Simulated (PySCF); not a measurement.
Species: C5H7NOSi.
Structure used (PBE0-D3(BJ)/def2-SVP), in Å, numbered top down from 1:
```
atom  x, y, z in Å
Si1   -2.2853    0.5170   -0.2938
O2    -0.9635   -0.4140   -0.8541
C3     0.2470   -0.1290   -0.3677
C4     1.3683   -0.8555   -0.7950
C5     2.5977   -0.5123   -0.2537
C6     2.6766    0.5254    0.6814
C7     1.5006    1.1773    1.0317
N8     0.3140    0.8548    0.5175
H9    -3.4194   -0.0877   -1.0466
H10   -2.5062    0.3403    1.1666
H11   -2.1478    1.9506   -0.6663
H12    1.2488   -1.6550   -1.5268
H13    3.4980   -1.0519   -0.5584
H14    3.6285    0.8198    1.1257
H15    1.5076    1.9968    1.7584
```

Linear response at PBE0/def2-SVPD (PySCF, frozen core in the response, non-relativistic).

Static isotropic polarisability: 94.52 au (14.01 Å³), principal values 62.8, 95.2, 125.5 au.

(1) What is the polarisability at 1064 nm and at the sodium D line?

(2) What is the isotropic C6 coefficient between two such molecules, C6 = (3/π)∫α(iω)² dω?

(3) Which effective excitation energy ω̄ makes London's formula C6 = (3/4)α²ω̄ exact here?

(4) What n − 1 at the D line would an ideal gas of it have at 273.15 K and 1 atm (2.6868 × 10¹⁹ cm⁻³), by n − 1 = 2π·N·α′?

(5) How anisotropic is the static polarisability, by Δα² = ½[(α1 − α2)² + (α2 − α3)² + (α3 − α1)²]?

(6) What does −C6/R⁶ come to at R = 12 Å between centres?

(7) How many electrons N does the Slater–Kirkwood formula C6 = (3/4)·√N·α^(3/2) need to give this C6?

(8) What molar refraction at the D line follows from R = (4π/3)·N_A·α′, with α′ the polarisability volume?

(9) What three-body coefficient follows from the one-pole estimate C9 = (3/4)·α·C6?

Answers

(1) 95.64 au at 1064 nm (+1.2 %), 98.38 au at 589.3 nm (+4.1 %). The rise at 589.3 nm is 3.44 times that at 1064 nm; a pure ω² law gives 3.26. The lowest singlet lies at 241 nm, shorter than both wavelengths.

(2) 3285 au (Eh·bohr⁶) by a ten-point quadrature over imaginary frequencies, which is 1960 eV·Å⁶ or 189 J·nm⁶/mol.

(3) ω̄ = 4·C6/(3α²) = 0.490 Eh = 13.3 eV. A one-pole form α(ω) = α/(1 − ω²/ω̄²) fitted to the 1064 nm value gives 10.8 eV. London's choice of the ionisation energy (8.90 eV, ΔSCF at the same level) gives C6 = 2190 au, 33 % too low.

(4) 24.61 × 10⁻⁴, a formal value whether or not that pressure can be reached.

(5) Δα = 54.3 au, or 0.57 of the isotropic value.

(6) -63 J/mol. This is the leading, orientation-averaged term; C8 and higher terms are left out.

(7) N = (4·C6/3)²/α³ = 22.7; the species has 66 electrons in all.

(8) α′ = 14.58 Å³ gives R = 36.77 cm³/mol, for isolated, non-vibrating species.

(9) 233000 au. This is an estimate from the two numbers above, not a computed integral.

One conformer stands for the species.
